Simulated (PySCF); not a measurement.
## Ce²⁺: excitation energy

Ce²⁺ [Xe] 4f2 (high-spin determinant) → Ce²⁺ [Xe] 4f1 5d1 (high-spin determinant), as a difference of total energies. All numbers are calculated (PySCF 2.14, the spin-free X2C one-electron Hamiltonian (Gaussian nucleus), in cc-pVDZ-X2C (8s7p5d3f1g, 84 functions)). Correlated levels: valence: [Kr] 4d10 frozen; valence and next inner shell: [Ar] 3d10 frozen. The calculations carry no spin-orbit coupling.

| method | excitation energy (cm⁻¹) |
| --- | --- |
| UHF | -4743.2 |
| LDA | 14070 |
| PBE | 12832 |
| PBE0 | 9157.5 |
| r2SCAN | 12850 |
| MP2 (valence) | -1291.8 |
| SCS-MP2 (valence) | -2264.4 |
| MP2 (valence and next inner shell) | -3091.3 |
| SCS-MP2 (valence and next inner shell) | -3841.0 |

How much does correlation contribute at MP2 (valence and next inner shell)?

-3091.3 − (-4743.2) = 1651.9 cm⁻¹, measured against UHF.

A first-order spin-orbit estimate (lowest level to lowest level, LS coupling) adds -0.033 eV.

The determinant of the upper state and of the lower state mixes LS terms, which raises its energy above the lowest term, most at the Hartree-Fock and MP2 levels.
